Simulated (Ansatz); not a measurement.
`[SiH3]S[CH2][GeH3]` and `B[SiH2]CS[SiH3]` differ in one atom or group.

Ansatz, PBE0-D4/def2-TZVP geometries, multiplicity 1. Each molecule was computed in one conformer, which needn't be the lowest.

Scalar relativity is left out up to krypton.

```tsv
property	`[SiH3]S[CH2][GeH3]`
HOMO–LUMO gap (PBE/def2-TZVPP) / eV	4.89
LUMO energy (B3LYP/def2-TZVPP) / eV	-0.29
LUMO energy (PBE/def2-TZVPP) / eV	-0.95
size of the dipole moment (PBE/def2-TZVPP) / D	1.32
HOMO–LUMO gap (ωB97M-V/def2-TZVPP) / eV	10.88
zero-point energy (PBE0-D4/def2-TZVP) / kJ/mol	203.0
```

Task: What does the change do to each property? (Best estimate.)

Result: Computed: 
```
                                      property  `B[SiH2]CS[SiH3]`  shift
           HOMO–LUMO gap (PBE/def2-TZVPP) / eV               2.07  -2.82
           LUMO energy (B3LYP/def2-TZVPP) / eV              -2.73  -2.44
             LUMO energy (PBE/def2-TZVPP) / eV              -3.54  -2.59
size of the dipole moment (PBE/def2-TZVPP) / D               1.33   0.01
       HOMO–LUMO gap (ωB97M-V/def2-TZVPP) / eV               8.33  -2.55
zero-point energy (PBE0-D4/def2-TZVP) / kJ/mol              237.7   34.7
```

With PBE0 the HOMO rises by 0.28 eV and the LUMO falls by 2.45 eV, so the gap narrows by about 2.73 eV. PBE moves the HOMO by 0.23 eV and ωB97M-V by 0.33 eV. The zero-point energy changes by 34.7 kJ/mol with +6 modes. Dipoles are sizes alone; their direction can turn.

B3LYP here is the variant with VWN-RPA as its local correlation; programs differ in this.
